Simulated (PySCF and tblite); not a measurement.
Results of a calculation; reference values are marked as such.
System: C₆H₁₀OSn, numbered as in [CH3:1][O:2][C:3]1=[CH:4][C@H:5]([SnH3:6])[CH:7]=[CH:8]1.

Motion: shift of Sn6 from C5 to C7. GFN2-xTB gives an electronic barrier of 8.2 kcal/mol and a reaction energy of 1.6 kcal/mol.

Spin–orbit effects of heavy atoms on shieldings are missing.

Task: What does PBE/pcSseg-1 (def2-TZVP on Sn) + D3(BJ) give on PBE0-D3(BJ)/def2-SVP geometries?

Result: A barrier of 6.9 kcal/mol, 1.3 below the tight-binding barrier (from unrounded values), a reaction energy of 2.4 kcal/mol and, with GFN2-xTB thermal terms, ΔG‡(298 K) = 5.6 kcal/mol and k = 5×10⁸ s⁻¹ (1 equivalent path).

Task: And the level of the geometries itself, PBE0-D3(BJ)/def2-SVP?

Result: 8.0 kcal/mol.

Programs: tblite and PySCF.
